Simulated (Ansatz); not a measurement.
Molecule: C₃HF₄, net charge 0, doublet state. It need not be the lowest isomer of its formula. 
Structure (B3LYP-D3(BJ)/def2-TZVP (Ansatz, an electronic-structure program) minimum search):
```xyz
8

F      2.2558    -0.4195    -0.5784
C      1.7543     0.4874     0.2018
C      0.5216     0.7655     0.5570
C     -0.7004     0.0277     0.0975
F     -1.3724    -0.4894     1.1475
F     -0.4186    -0.9807    -0.7404
F     -1.5534     0.8594    -0.5367
H      0.3454     1.5885     1.2350
```
Charge 0, spin multiplicity 2.

Parts of the frozen-core correlation energy in cc-pwCVTZ (Ansatz, hartree). Frozen orbitals: 7; correlated occupied orbitals by spin: 21 and 20; virtual: 287 and 288. UHF or UKS for open shells. Spin-orbit coupling is left out. Non-relativistic.

| term | value |
|---|---|
| reference (HF) | -512.05162 |
| MP2 opposite-spin | (withheld) |
| MP2 same-spin | (withheld) |
| CCSD correlation | (withheld) |
| (T) | -0.05464 |
| T1 diagnostic | 0.024 |
| largest doubles amplitude | 0.105 |
| <S^2> of the reference | 0.919 |

Some entries are withheld; supply them.


- MP2 opposite-spin, value: -1.06846
- MP2 same-spin, value: -0.38510
- CCSD correlation, value: -1.47059
